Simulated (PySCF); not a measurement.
calicene (C8H6), SMILES C1=CC(=C2C=C2)C=C1.

Coordinates come from a B3LYP-D3(BJ)/def2-SVP optimisation.

All values below come from B3LYP-D3(BJ)/def2-SVP in PySCF 2.14.0.

No scaling factor is applied to the harmonic values.

```json
[
 {"mode": "1", "ν (cm⁻¹)": "139", "IR (km/mol)": "5.9", "moving atoms (share of kinetic energy)": "C 83 %, H 17 %"},
 {"mode": "2", "ν (cm⁻¹)": "145", "IR (km/mol)": "1.8", "moving atoms (share of kinetic energy)": "C 78 %, H 22 %"},
 {"mode": "3", "ν (cm⁻¹)": "212", "IR (km/mol)": "0.0", "moving atoms (share of kinetic energy)": "C 67 %, H 33 %"},
 {"mode": "4", "ν (cm⁻¹)": "442", "IR (km/mol)": "7.8", "moving atoms (share of kinetic energy)": "C 76 %, H 24 %"},
 {"mode": "5", "ν (cm⁻¹)": "491", "IR (km/mol)": "0.1", "moving atoms (share of kinetic energy)": "C 89 %, H 11 %"},
 {"mode": "6", "ν (cm⁻¹)": "492", "IR (km/mol)": "1.0", "moving atoms (share of kinetic energy)": "C 78 %, H 22 %"},
 {"mode": "7", "ν (cm⁻¹)": "596", "IR (km/mol)": "0.0", "moving atoms (share of kinetic energy)": "C 71 %, H 29 %"},
 {"mode": "8", "ν (cm⁻¹)": "640", "IR (km/mol)": "6.0", "moving atoms (share of kinetic energy)": "C 55 %, H 45 %"},
 {"mode": "9", "ν (cm⁻¹)": "717", "IR (km/mol)": "0.0", "moving atoms (share of kinetic energy)": "H 75 %, C 25 %"},
 {"mode": "10", "ν (cm⁻¹)": "739", "IR (km/mol)": "75.0", "moving atoms (share of kinetic energy)": "H 67 %, C 33 %"},
 {"mode": "11", "ν (cm⁻¹)": "773", "IR (km/mol)": "30.3", "moving atoms (share of kinetic energy)": "H 56 %, C 44 %"},
 {"mode": "12", "ν (cm⁻¹)": "834", "IR (km/mol)": "1.6", "moving atoms (share of kinetic energy)": "C 90 %, H 10 %"},
 {"mode": "13", "ν (cm⁻¹)": "885", "IR (km/mol)": "31.3", "moving atoms (share of kinetic energy)": "C 59 %, H 41 %"},
 {"mode": "14", "ν (cm⁻¹)": "913", "IR (km/mol)": "0.0", "moving atoms (share of kinetic energy)": "H 75 %, C 25 %"},
 {"mode": "15", "ν (cm⁻¹)": "938", "IR (km/mol)": "0.0", "moving atoms (share of kinetic energy)": "H 71 %, C 29 %"},
 {"mode": "16", "ν (cm⁻¹)": "939", "IR (km/mol)": "17.8", "moving atoms (share of kinetic energy)": "H 72 %, C 28 %"},
 {"mode": "17", "ν (cm⁻¹)": "941", "IR (km/mol)": "0.0", "moving atoms (share of kinetic energy)": "H 68 %, C 32 %"},
 {"mode": "18", "ν (cm⁻¹)": "949", "IR (km/mol)": "7.5", "moving atoms (share of kinetic energy)": "C 56 %, H 44 %"},
 {"mode": "19", "ν (cm⁻¹)": "1025", "IR (km/mol)": "12.8", "moving atoms (share of kinetic energy)": "C 59 %, H 41 %"},
 {"mode": "20", "ν (cm⁻¹)": "1062", "IR (km/mol)": "9.9", "moving atoms (share of kinetic energy)": "H 90 %, C 10 %"},
 {"mode": "21", "ν (cm⁻¹)": "1082", "IR (km/mol)": "10.0", "moving atoms (share of kinetic energy)": "H 85 %, C 15 %"},
 {"mode": "22", "ν (cm⁻¹)": "1117", "IR (km/mol)": "14.1", "moving atoms (share of kinetic energy)": "C 69 %, H 31 %"},
 {"mode": "23", "ν (cm⁻¹)": "1222", "IR (km/mol)": "2.0", "moving atoms (share of kinetic energy)": "H 51 %, C 49 %"},
 {"mode": "24", "ν (cm⁻¹)": "1231", "IR (km/mol)": "25.1", "moving atoms (share of kinetic energy)": "C 86 %, H 14 %"},
 {"mode": "25", "ν (cm⁻¹)": "1345", "IR (km/mol)": "0.6", "moving atoms (share of kinetic energy)": "C 72 %, H 28 %"},
 {"mode": "26", "ν (cm⁻¹)": "1409", "IR (km/mol)": "92.8", "moving atoms (share of kinetic energy)": "C 67 %, H 33 %"},
 {"mode": "27", "ν (cm⁻¹)": "1504", "IR (km/mol)": "87.3", "moving atoms (share of kinetic energy)": "C 89 %, H 11 %"},
 {"mode": "28", "ν (cm⁻¹)": "1592", "IR (km/mol)": "0.3", "moving atoms (share of kinetic energy)": "C 87 %, H 13 %"},
 {"mode": "29", "ν (cm⁻¹)": "1596", "IR (km/mol)": "122.7", "moving atoms (share of kinetic energy)": "C 92 %, H 8 %"},
 {"mode": "30", "ν (cm⁻¹)": "1836", "IR (km/mol)": "543.7", "moving atoms (share of kinetic energy)": "C 96 %"},
 {"mode": "31", "ν (cm⁻¹)": "3198", "IR (km/mol)": "2.3", "moving atoms (share of kinetic energy)": "H 92 %"},
 {"mode": "32", "ν (cm⁻¹)": "3208", "IR (km/mol)": "7.1", "moving atoms (share of kinetic energy)": "H 92 %, C 8 %"},
 {"mode": "33", "ν (cm⁻¹)": "3224", "IR (km/mol)": "20.1", "moving atoms (share of kinetic energy)": "H 91 %, C 9 %"},
 {"mode": "34", "ν (cm⁻¹)": "3230", "IR (km/mol)": "10.2", "moving atoms (share of kinetic energy)": "H 90 %, C 10 %"},
 {"mode": "35", "ν (cm⁻¹)": "3254", "IR (km/mol)": "9.1", "moving atoms (share of kinetic energy)": "H 92 %"},
 {"mode": "36", "ν (cm⁻¹)": "3293", "IR (km/mol)": "16.8", "moving atoms (share of kinetic energy)": "H 87 %, C 13 %"}
]
```
